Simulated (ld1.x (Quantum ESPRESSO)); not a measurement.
**PBEsol RRKJ dataset for magnesium (Mg), scalar-relativistic all-electron reference.**

```json
{
  "Element": "Mg (Z = 12)",
  "Generator": "ld1.x (Quantum ESPRESSO) 7.5",
  "Type": "norm-conserving RRKJ (Kleinman–Bylander form)",
  "Functional": "PBEsol",
  "Relativity": "scalar-relativistic",
  "Frozen core": "[Ne]",
  "Valence charge": "2",
  "Reference configuration": "3s0.5 3p0 (charge +1.5)",
  "Partial waves": "3p (bound, empty): rc 2.70 bohr; 3d channel at 0.1 Ry: rc 2.40 bohr; 3s (bound): rc 3.12 bohr",
  "Local potential": "the s channel",
  "Core correction": "a·sin(br)/r model core, default radius (core density twice the valence density)",
  "rho0": "0.02"
}
```

- Cutoffs needed: 6 Ry and 6 Ry (the cutoffs (Ry, on a coarse ladder) from which the occupation-weighted sum of valence levels, in a spherical-Bessel basis at the reference potential, stays within 10 and 1 mRy of its value at 400 Ry)
- Ghost test: no extra level below or beside the all-electron valence levels (p, d, s, f tested) (spherical-Bessel basis up to 400 Ry, 20 bohr box)
- Largest excitation error: +30 meV (all-electron minus pseudo) for 3s1 3p1, out of 6 test configurations
